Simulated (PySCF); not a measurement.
# How far are cheaper levels from CCSD(T)/CBS for TeCl?

PySCF; the state is a doublet (π ↑). The composite is CCSD(T) extrapolated to the basis-set limit from two correlation-consistent sets, with core-valence (CV) and scalar-relativistic (SR) terms as its label shows; it has no spin–orbit coupling and nothing beyond (T). Here it is CCSD(T)/CBS(TQ). It gives Re = 2.324 Å, ωe = 392 cm⁻¹ and De = 2.76 eV to Te + Cl.

```csv
level,basis,relativity,Re (Å),ωe (cm⁻¹),De (eV)
UHF,def2-SVP,scalar-relativistic core potentials,2.364,392,1.04
UHF-CCSD,def2-SVP,scalar-relativistic core potentials,2.376,375,1.94
PBE,def2-SVP,scalar-relativistic core potentials,2.376,370,2.92
PBE,def2-TZVPP,scalar-relativistic core potentials,2.336,375,3.05
revPBE,def2-SVP,scalar-relativistic core potentials,2.386,364,2.70
BLYP,def2-TZVPP,scalar-relativistic core potentials,2.368,355,2.84
r²SCANh,x2c-SVPall,spin-free X2C,2.356,381,2.56
B3LYP,x2c-SVPall,spin-free X2C,2.375,368,2.59
B3LYP,def2-TZVPP,scalar-relativistic core potentials,2.340,375,2.71
HSE06,def2-TZVPP,scalar-relativistic core potentials,2.315,392,2.83
```

**Question.** Give the difference of each row from the composite.

**Answer.** 

| level | basis | ΔRe (pm) | Δωe (%) | ΔDe (eV) |
| --- | --- | --- | --- | --- |
| UHF | def2-SVP | +4.0 | +0.0 | -1.72 |
| UHF-CCSD | def2-SVP | +5.2 | -4.3 | -0.82 |
| PBE | def2-SVP | +5.2 | -5.6 | +0.16 |
| PBE | def2-TZVPP | +1.2 | -4.3 | +0.29 |
| revPBE | def2-SVP | +6.2 | -7.1 | -0.06 |
| BLYP | def2-TZVPP | +4.4 | -9.4 | +0.08 |
| r²SCANh | x2c-SVPall | +3.2 | -2.8 | -0.20 |
| B3LYP | x2c-SVPall | +5.1 | -6.1 | -0.17 |
| B3LYP | def2-TZVPP | +1.6 | -4.3 | -0.05 |
| HSE06 | def2-TZVPP | -0.9 | +0.0 | +0.07 |

**Question.** Which rows come closest in De?

**Answer.** revPBE in def2-SVP (-0.06 eV); B3LYP in def2-TZVPP (-0.05 eV), counted from the composite.

Correlated steps freeze the inner cores (9 to 14 orbitals); shallow outer-core shells are correlated. Correlated levels converge slowly with the basis: in double zeta they bind strong bonds too weakly, by up to about 1 eV, and carry superposition errors of some tenths. These are scalar-relativistic numbers at best; spin–orbit coupling would shift them, the dissociation energy most. The state was picked by a PBE0 search and need not be the measured ground state.
